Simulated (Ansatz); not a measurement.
Pulling on the O3–H9 bond in CH6OSi (SMILES C[SiH2]O) (multiplicity 1 held, fragments rigid). Energies count from the point at 0.960 Å.
Geometry at that point (charge 0, multiplicity 1):
```json
[
 {"atom": "Si", "x (Å)": "-0.1644", "y (Å)": "0.4453", "z (Å)": "0.1776"},
 {"atom": "C", "x (Å)": "1.5608", "y (Å)": "-0.2420", "z (Å)": "-0.0259"},
 {"atom": "O", "x (Å)": "-1.3280", "y (Å)": "-0.5822", "z (Å)": "-0.4007"},
 {"atom": "H", "x (Å)": "-0.3266", "y (Å)": "1.6859", "z (Å)": "-0.6099"},
 {"atom": "H", "x (Å)": "-0.3997", "y (Å)": "0.7385", "z (Å)": "1.6162"},
 {"atom": "H", "x (Å)": "1.6951", "y (Å)": "-1.1612", "z (Å)": "0.5492"},
 {"atom": "H", "x (Å)": "2.3015", "y (Å)": "0.4806", "z (Å)": "0.3267"},
 {"atom": "H", "x (Å)": "1.7741", "y (Å)": "-0.4625", "z (Å)": "-1.0736"},
 {"atom": "H", "x (Å)": "-1.4835", "y (Å)": "-1.4062", "z (Å)": "0.0661"}
]
```

Restricted levels (R-, RO-) in cc, def2 and unpolarised 6-31G sets keep to the state of the molecule at rest. Unrestricted levels (U-) break spin symmetry where that is lower. Active spaces are followed from a long bond inwards. Levels need not reach the same state.

Correlated levels freeze the cores.

Run with Ansatz (Gaussian orbitals). 

Energies in kcal/mol.

| R (Å) | R-HF/cc-pV(D+d)Z | R-MP2/cc-pV(D+d)Z | U-MP2/cc-pV(D+d)Z | FIC-MRCISD+Q on CASSCF(4,3)/cc-pV(D+d)Z |
|---|---|---|---|---|
| 0.768 | 34.0 | 38.7 | 38.7 | 38.4 |
| 0.864 | 5.5 | 7.8 | 7.8 | 7.7 |
| 0.960 | 0.0 | 0.0 | 0.0 | 0.0 |
| 1.056 | 6.6 | 4.3 | 4.3 | 4.3 |
| 1.152 | 19.3 | 14.7 | 14.7 | 14.7 |
| 1.296 | 42.8 | 34.9 | 34.9 | 34.4 |
| 1.440 | 67.2 | 55.8 | 66.7 | 54.3 |
| 1.680 | 104.4 | 86.7 | 104.7 | 81.6 |
| 1.920 | 135.3 | 110.2 | 115.9 | 99.1 |
| 2.207 | 164.5 | 128.9 | 119.7 | 109.6 |
| 2.591 | 192.9 | 140.4 | 120.8 | 114.6 |
| 3.071 | 216.7 | 139.6 | 121.2 | 116.1 |

Doubts at one or more of the structures used: a restricted determinant that unrestricted orbitals would lower (R-HF/cc-pV(D+d)Z, R-MP2/cc-pV(D+d)Z); a spin-contaminated determinant (U-MP2/cc-pV(D+d)Z); active orbitals that take no part (FIC-MRCISD+Q on CASSCF(4,3)/cc-pV(D+d)Z).

Ansatz is an electronic-structure program.
